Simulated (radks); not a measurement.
The krypton ion Kr15+, configuration [Ar] 3d3.

Calculated with a radial shooting solver on a logarithmic mesh with Libxc functionals: scalar-relativistic Kohn-Sham, BLYP, spin-polarised, spherical densities, finite nucleus; open shells are filled with parallel spins first; Fermi nuclear charge, rms radius 4.1884 fm.

Energy parts (hartree):
total: -2680.56317
kinetic: 2745.14349
electron-nucleus: -6081.13548
Hartree: 736.51181
exchange-correlation: -81.08299

Orbitals (lengths in bohr, moments of r in powers of bohr; r(max) is where P^2 peaks):
| orbital | occ. | eigenvalue (hartree) | r(max) |
|---|---|---|---|
| 1s up | 1 | -538.5734 | 0.02708 |
| 1s down | 1 | -538.5724 | 0.02708 |
| 2s up | 1 | -86.79904 | 0.1542 |
| 2s down | 1 | -86.60573 | 0.1540 |
| 2p up | 3 | -78.89759 | 0.1234 |
| 2p down | 3 | -78.75273 | 0.1232 |
| 3s up | 1 | -25.48325 | 0.4466 |
| 3s down | 1 | -25.21573 | 0.4475 |
| 3p up | 3 | -22.93853 | 0.4368 |
| 3p down | 3 | -22.66682 | 0.4378 |
| 3d up | 3 | -18.99523 | 0.3672 |
| 3d down | 0 | -18.68572 | 0.3691 |
| 4s up | 0 | -11.54319 | 0.9972 |
| 4s down | 0 | -11.46062 | 1.004 |
| 4p up | 0 | -10.62584 | 1.025 |
| 4p down | 0 | -10.54759 | 1.033 |

The highest occupied level is 3d up at -516.89 eV. The electron density at the nucleus is 5.024e+04 e/bohr^3 (large components only). Spin moment in Bohr magnetons: 3. Summed over all electrons, <r^2> = 3.163 bohr^2, which gives a Langevin (diamagnetic) susceptibility term of -2.51 x 10^-6 cm^3/mol. The density falls to 0.001 e/bohr^3 at r = 1.40 bohr.
